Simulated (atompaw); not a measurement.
Cutoff test, Zn (Z = 30), PAW (atompaw)

* Element: Zn
* Generator: atompaw 4.2.0.5
* Type: PAW
* Functional: PBEsol
* Relativity: scalar-relativistic
* Frozen core: [Ar]
* Valence charge: 12
* Reference configuration: 3d10 4s2 4p0
* Partial waves: 4s (bound): rc 3.00 bohr; 4s channel at 0.35 Ry: rc 3.00 bohr; 4p (bound, empty): rc 3.00 bohr; 4p channel at 0.25 Ry: rc 3.00 bohr; 3d (bound): rc 1.00 bohr; 3d channel at 7.1 Ry: rc 1.00 bohr
* Local potential: troulliermartins scheme with l = 3 at 0 Ry, radius 2.50 bohr
* Core correction: smooth core density matched at 2.65 bohr
* Augmentation charge: sinc compensation charge, radius 2.40 bohr; PAW radius 3.00 bohr; waves and projectors: custom rrkj vanderbiltortho

The pseudo-atom Hamiltonian at the reference potential is diagonalised in spherical Bessel functions j_l(qr) that vanish at 20 bohr, with q² up to the cutoff. All-electron valence levels (Ry): 4s -0.4409, 4p -0.0790, 3d -0.7474.

Problem. How do the lowest levels (Ry) of each channel move with the cutoff, and are there ghosts?

Solution.

| cutoff (Ry) | s #1 | p #1 | p #2 | d #1 | f #1 | f #2 | Σ f·Δε (mRy) |
| --- | --- | --- | --- | --- | --- | --- | --- |
| 8 | -0.4409 | -0.0790 | 0.0509 | 0.0667 | 0.1146 | 0.2444 | 8139.9 |
| 18 | -0.4409 | -0.0790 | 0.0509 | 0.0661 | 0.1146 | 0.2444 | 8134.3 |
| 35 | -0.4409 | -0.0790 | 0.0509 | -0.1108 | 0.1146 | 0.2444 | 6365.5 |
| 55 | -0.4409 | -0.0790 | 0.0509 | -0.5994 | 0.1146 | 0.2444 | 1479.0 |
| 80 | -0.4409 | -0.0790 | 0.0509 | -0.7245 | 0.1146 | 0.2444 | 227.9 |
| 120 | -0.4409 | -0.0790 | 0.0509 | -0.7460 | 0.1146 | 0.2444 | 13.3 |
| 200 | -0.4409 | -0.0790 | 0.0509 | -0.7472 | 0.1146 | 0.2444 | 1.4 |
| 350 | -0.4409 | -0.0790 | 0.0509 | -0.7473 | 0.1146 | 0.2444 | 0.1 |
| 400 | -0.4409 | -0.0790 | 0.0509 | -0.7473 | 0.1146 | 0.2444 | 0.0 |

Result: no extra level below or beside the all-electron valence levels (s, p, d, f tested); 10 mRy is reached at 160 Ry and 1 mRy at 260 Ry.
